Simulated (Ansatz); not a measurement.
Consider the isomerisation: `C[SiH2]C1=NC1` → `C#C[SiH2]CN`.

Computed with Ansatz on PBE0-D4/def2-TZVP structures; ΔE is electronic, products minus reactants. CBS: MP2 limit from def2 TZ/QZ plus the TZ coupled-cluster correction, frozen cores. Functionals use def2-TZVPP. Each species was taken in one conformer, which may not be the lowest.

`C[SiH2]C1=NC1`:

Z-matrix (Å, degrees):
```
C
Si 1 1.861
H 1 1.092 2 110.5
H 1 1.092 2 110.5 3 -119.6
H 1 1.092 2 110.8 3 120.2
C 2 1.863 1 110.0 3 59.8
H 2 1.486 1 112.4 3 178.4
H 2 1.486 1 112.4 3 -58.8
C 6 1.461 2 153.3 1 179.9
N 6 1.257 2 140.1 1 -0.1
H 9 1.086 6 120.2 2 -78.9
H 9 1.086 6 120.2 2 78.9
```

`C#C[SiH2]CN`:

```xyz
12

C    -2.297   -1.488   -0.068
C    -1.556   -0.633    0.353
Si   -0.386    0.644    0.947
C     1.264    0.367    0.093
N     1.082    0.366   -1.352
H    -2.960   -2.239   -0.433
H    -0.948    1.979    0.626
H    -0.240    0.503    2.419
H     1.911    1.205    0.374
H     1.731   -0.541    0.507
H     0.441   -0.366   -1.632
H     1.957    0.202   -1.833
```

(1) Is it downhill or uphill in electronic energy at CCSD(T)/CBS, and by how much? (Best estimate.)

(2) What do these levels give: r2SCAN-D4, r2SCAN, PBE0, HF/def2-QZVPP, HF/CBS(def2), MP2/CBS(def2)? (Best estimate.)

Largest T1 diagnostic among the species: 0.011.

Answers

(1) The calculation gave: Downhill: ΔE = -9.3 kJ/mol.

(2) Computed: r2SCAN-D4 11.6, r2SCAN 11.8, PBE0 15.6, HF/def2-QZVPP -19.1, HF/CBS(def2) -19.1, MP2/CBS(def2) -10.5 kJ/mol.

From PBE to PBE0 (25 % exact exchange), in def2-TZVPP and without D4, ΔE moves by −3.4 kJ/mol. In def2-TZVPP, CCSD(T) changes the Hartree–Fock value by +15.6 kJ/mol (the triples alone add +3.0 kJ/mol) and MP2 by +14.5 kJ/mol.
